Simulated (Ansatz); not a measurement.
Reaction (redistribution): `BS` + `[SiH3]OC[SiH2]Cl` → `BOC[SiH2]Cl` + `[SiH3]S`

Calculated with Ansatz (gas phase, PBE0-D4/def2-TZVP geometries, no zero-point term in ΔE). CCSD(T)/CBS is the MP2 limit (def2-TZVPP, def2-QZVPP) plus CCSD(T) − MP2 in def2-TZVPP, frozen cores. This one scheme is used for every species. Functionals use def2-TZVPP. One conformer a species, not always the lowest.

| level | ΔE (kJ/mol) |
| --- | --- |
| ωB97X-V | -17.2 |
| MP2/def2-QZVPP | -14.5 |

Problem. What does CCSD(T)/CBS give? (Estimate.)

Solution. Ansatz gave: -16.2 kJ/mol. The listed levels differ from it by -1.0, 1.7 kJ/mol.

Largest T1 diagnostic among the species: 0.015.
